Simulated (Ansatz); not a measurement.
Coupled-cluster diagnostics for (HGaPH)3 ring (Ga₃P₃H₆), Ansatz.

Geometry of the singlet (PBE0-D4/def2-SVP):

Cartesian coordinates in Å:
```
Ga -1.581 -0.577 1.055
H -1.614 -1.941 1.835
P -2.182 -0.651 -1.180
Ga 0.085 -0.798 -1.717
H 0.540 -0.678 -3.213
P 1.653 -1.219 -0.074
Ga 1.366 0.772 1.060
H 2.552 1.795 1.148
P -0.640 1.225 2.162
H -2.114 0.756 -1.452
H 2.844 -0.915 -0.798
H -0.909 2.231 1.174
```

Correlated methods freeze 42 core orbitals; core or outer-core shells of Ga are correlated, in sets that lack core-valence functions.

Problem. Estimate the CCSD(T) correlation energy, the shares of MP2 and (T), T1 and the reference's ⟨S²⟩ for: charge 0, singlet, own geometry in def2-SVP; and the rough time on 4 threads of Intel Xeon on a shared host.

Solution. 
| state | basis | correlation (eV) | MP2 share (%) | (T) share (%) | T1 | ⟨S²⟩ (pure) | wall time |
| --- | --- | --- | --- | --- | --- | --- | --- |
| charge 0, singlet, own geometry | def2-SVP | -29.041 | 93.2 | 4.0 | 0.015 | 0.00 (0.00) | 65 s |
Customary marks for T1 are 0.02 (closed shells), 0.045 (open shells) and about 0.05 (3d metals). T1 stays under 0.02 throughout.
